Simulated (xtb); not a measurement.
C5H15O2Si, charge +1, singlet, geometry from GFN2-xTB; GFN0-xTB (xtb).

The xtb input:
```
$ xtb mol.xyz --gfn 0 --chrg 1 --json

# file mol.xyz
23

C      2.94369932     1.91177469     0.71550495
C      2.64124402     0.60970739    -0.00095751
O      1.23034019     0.45642314    -0.11564129
Si     0.26214938    -0.71284220    -0.59849238
C      0.14484599    -2.26186060     0.46752199
O     -1.19706517     0.23157620    -0.16869727
C     -2.57050323    -0.06891096    -0.48509897
C     -3.48893689     0.46102128     0.59570044
H      4.01886965     2.03260516     0.80233655
H      2.54227533     2.75459528     0.15936291
H      2.51145476     1.90704963     1.71253350
H      3.06763268     0.60847316    -1.00682324
H      3.04307334    -0.24286950     0.55099586
H      0.16235563    -0.85531801    -2.04114479
H     -0.73270441    -2.86366227     0.24628526
H      0.11483817    -2.01364593     1.52946283
H      1.00638691    -2.90789398     0.31757368
H     -1.07031623     1.16675901     0.05768486
H     -2.81443888     0.36276476    -1.45966455
H     -2.62611340    -1.15430626    -0.55532193
H     -4.51458084     0.19196662     0.36207418
H     -3.43148187     1.54550862     0.65987693
H     -3.23563725     0.03337901     1.56234442
```

What the program printed (banner, timings and long lists left out):

```
   ID    Z sym.   atoms
    1    6 C      1, 2, 5, 7, 8
    2    8 O      3, 6
    3   14 Si     4
    4    1 H      9-23

           -------------------------------------------------
          |                Calculation Setup                |
           -------------------------------------------------

           -------------------------------------------------
          |                 G F N 0 - x T B                 |
           -------------------------------------------------

          ...................................................
          :                      SETUP                      :
          :.................................................:
          :  # basis functions                  68          :
          :  # atomic orbitals                  67          :
          :  # shells                           47          :
          :  # electrons                        50          :
          :  electronic temp.          300.0000000     K    :
          :  accuracy                    1.0000000          :
          :  -> integral cutoff          0.2500000E+02      :
          :  -> integral neglect         0.1000000E-07      :
          ...................................................

         :::::::::::::::::::::::::::::::::::::::::::::::::::::
         ::                     SUMMARY                     ::
         :::::::::::::::::::::::::::::::::::::::::::::::::::::
         :: total energy             -25.600786153123 Eh    ::
         :: gradient norm              0.044464971583 Eh/a0 ::
         :: HOMO-LUMO gap              4.908773725895 eV    ::
         ::.................................................::
         :: H0 energy                -27.126852650196 Eh    ::
         :: repulsion energy           0.352118462395 Eh    ::
         :: electrostat energy         1.201774162537 Eh    ::
         :: -> Gsolv                   0.000000000000 Eh    ::
         ::    -> Gsasa                0.000000000000 Eh    ::
         ::    -> Gshift               0.000000000000 Eh    ::
         :: dispersion energy         -0.006503553548 Eh    ::
         :: short-range corr.         -0.021322574312 Eh    ::
         :: add. restraining           0.000000000000 Eh    ::
         :: total charge               1.000000000000 e     ::
         :::::::::::::::::::::::::::::::::::::::::::::::::::::

           -------------------------------------------------
          |                Property Printout                |
           -------------------------------------------------

    * Orbital Energies and Occupations

         #    Occupation            Energy/Eh            Energy/eV
      -------------------------------------------------------------
         1        2.0000           -0.6976355             -18.9836
       ...           ...                  ...                  ...
        13        2.0000           -0.5273676             -14.3504
        14        2.0000           -0.5263930             -14.3239
        15        2.0000           -0.5229371             -14.2298
        16        2.0000           -0.5152681             -14.0212
        17        2.0000           -0.5102214             -13.8838
        18        2.0000           -0.5067177             -13.7885
        19        2.0000           -0.5017641             -13.6537
        20        2.0000           -0.4945200             -13.4566
        21        2.0000           -0.4753070             -12.9338
        22        2.0000           -0.4544224             -12.3655
        23        2.0000           -0.4344967             -11.8233
        24        2.0000           -0.4224402             -11.4952
        25        2.0000           -0.4189242             -11.3995 (HOMO)
        26                         -0.2385301              -6.4907 (LUMO)
        27                         -0.1997396              -5.4352
        28                         -0.1830845              -4.9820
[...]
             Fermi-level            0.0000000 Eh            0.0000 eV

     #   Z          covCN         q      C6AA      α(0)
     1   6 C        3.751    -0.423    33.423     8.343
     2   6 C        3.706     0.184    19.918     6.454
     3   8 O        1.620    -0.519    23.140     6.506
     4  14 Si       3.368     0.719   140.255    22.697
     5   6 C        3.651    -0.692    43.445     9.571
     6   8 O        2.408    -0.468    21.983     6.346
     7   6 C        3.680     0.033    22.608     6.887
     8   6 C        3.751    -0.413    33.124     8.306
     9   1 H        0.925     0.189     1.154     1.680
    10   1 H        0.925     0.212     1.042     1.596
    11   1 H        0.925     0.208     1.059     1.609
    12   1 H        0.924     0.093     1.846     2.125
    13   1 H        0.924     0.083     1.946     2.181
    14   1 H        0.921    -0.037     3.795     3.047
    15   1 H        0.925     0.237     0.929     1.507
    16   1 H        0.924     0.251     0.873     1.462
    17   1 H        0.925     0.240     0.918     1.498
    18   1 H        0.804     0.288     0.760     1.369
    19   1 H        0.924     0.121     1.606     1.982
    20   1 H        0.925     0.108     1.710     2.045
    21   1 H        0.925     0.195     1.126     1.659
    22   1 H        0.925     0.192     1.139     1.669
    23   1 H        0.925     0.199     1.104     1.643

 Mol. C6AA /au·bohr⁶  :       4299.031327
 Mol. C8AA /au·bohr⁸  :     120539.229035
 Mol. α(0) /au        :        102.181357

Wiberg/Mayer (AO) data.
largest (>0.10) Wiberg bond orders for each atom

 ---------------------------------------------------------------------------
     #   Z sym  total        # sym  WBO       # sym  WBO       # sym  WBO
 ---------------------------------------------------------------------------
     1   6 C    3.979 --     2 C    1.023    11 H    0.980    10 H    0.980
                             9 H    0.979
     2   6 C    3.946 --     1 C    1.023    12 H    0.977    13 H    0.976
                             3 O    0.949
     3   8 O    2.277 --     4 Si   1.202     2 C    0.949
     4  14 Si   3.956 --     3 O    1.202     5 C    0.970    14 H    0.891
                             6 O    0.734
     5   6 C    3.902 --     4 Si   0.970    15 H    0.959    17 H    0.957
                            16 H    0.956
     6   8 O    2.739 --    18 H    0.961     7 C    0.942     4 Si   0.734
     7   6 C    3.942 --     8 C    1.028    19 H    0.978    20 H    0.976
                             6 O    0.942
     8   6 C    3.978 --     7 C    1.028    23 H    0.980    22 H    0.979
                            21 H    0.976
     9   1 H    0.981 --     1 C    0.979
    10   1 H    0.986 --     1 C    0.980
    11   1 H    0.986 --     1 C    0.980
    12   1 H    0.996 --     2 C    0.977
    13   1 H    0.994 --     2 C    0.976
    14   1 H    0.942 --     4 Si   0.891
    15   1 H    0.984 --     5 C    0.959
    16   1 H    0.986 --     5 C    0.956
    17   1 H    0.985 --     5 C    0.957
    18   1 H    0.983 --     6 O    0.961
    19   1 H    0.993 --     7 C    0.978
    20   1 H    0.991 --     7 C    0.976
    21   1 H    0.982 --     8 C    0.976
    22   1 H    0.984 --     8 C    0.979
    23   1 H    0.987 --     8 C    0.980
 ---------------------------------------------------------------------------

Topologies differ in total number of bonds
Writing topology from bond orders to xtbtopo.mol

 dipole moment from electron density (au)
     X       Y       Z
  -1.1311  -0.0684  -0.4157  total (Debye):    3.068

           -------------------------------------------------
          | TOTAL ENERGY              -25.600786153123 Eh   |
          | GRADIENT NORM               0.044464971583 Eh/α |
          | HOMO-LUMO GAP               4.908773725895 eV   |
           -------------------------------------------------

normal termination of xtb
```
